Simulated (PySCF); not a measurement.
[CsCl2]-: breathing scan

Computed with PySCF, PBE0, basis Cs def2-TZVPD with ECP46, Cl def2-TZVPD (scalar-relativistic core potentials, no spin–orbit coupling, density fitting).

Rigid scan from the singlet minimum (Cs–Cl 3.187 Å (×2); Cl–Cs–Cl 170.3°). Coordinate: all bonds to the central atom scaled together. Energies in kJ/mol from the minimum.

**Question.** Predict the curve at 0.88, 0.92, 0.96, 1.00, 1.04, 1.08, 1.14, 1.22, 1.35.

**Answer.** 
```
scale of all bonds to the centre  E (kJ/mol)  dipole size (D, about the centre of mass)
                            0.88        58.1                                       1.45
                            0.92        22.1                                       1.54
                            0.96         4.8                                       1.63
                            1.00         0.0                                       1.72
                            1.04         3.4                                       1.81
                            1.08        12.0                                       1.90
                            1.14        30.5                                       2.05
                            1.22        59.7                                       2.24
                            1.35       108.0                                       2.55
```
